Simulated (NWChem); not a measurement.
System: C₂H₆OSi; SMILES [SiH2](C=O)C

```xyz
10

C     -1.0442    -1.4323     0.0000
Si     0.6471    -0.6353     0.0000
C      0.4031     1.2833     0.0000
O     -0.6993     1.7751     0.0000
H     -1.6099    -1.1139    -0.8885
H     -0.9784    -2.5304     0.0000
H     -1.6099    -1.1139     0.8885
H      1.4583    -0.9906     1.2081
H      1.4583    -0.9906    -1.2081
H      1.3120     1.9517     0.0000
```
Atoms are numbered in this order, from 1.

Level: PBE0/def2-SVP (NWChem), optimised geometry, unscaled harmonic frequencies. 

| frequency (cm⁻¹) | IR intensity (km/mol) |
|---|---|
| 34 | 5.3 |
| 136 | 2.1 |
| 137 | 6.8 |
| 394 | 16.9 |
| 424 | 12.2 |
| 568 | 2.2 |
| 596 | 34.9 |
| 694 | 0.4 |
| 779 | 29.1 |
| 875 | 39.5 |
| 895 | 163.6 |
| 920 | 11.6 |
| 939 | 75.3 |
| 1266 | 23.1 |
| 1390 | 21.6 |
| 1425 | 6.4 |
| 1425 | 5.6 |
| 1820 | 116.5 |
| 2215 | 79.5 |
| 2216 | 118.3 |
| 2830 | 171.5 |
| 3068 | 0.7 |
| 3176 | 0.3 |
| 3179 | 0.5 |

```
Item                                                                                Value
-----------------------------------------------------------------------  ----------------
zero-point energy                                                           44.9 kcal/mol
thermal correction to the enthalpy at 298.15 K (with zero-point energy)     49.5 kcal/mol
heat capacity Cv                                                         20.8 cal/(mol K)
entropy at 298.15 K and 1 atm (symmetry number 1)                        79.5 cal/(mol K)
dipole moment                                                                      1.76 D
```

Rigid rotor and harmonic oscillator; modes under 100 cm⁻¹ make the entropy uncertain.
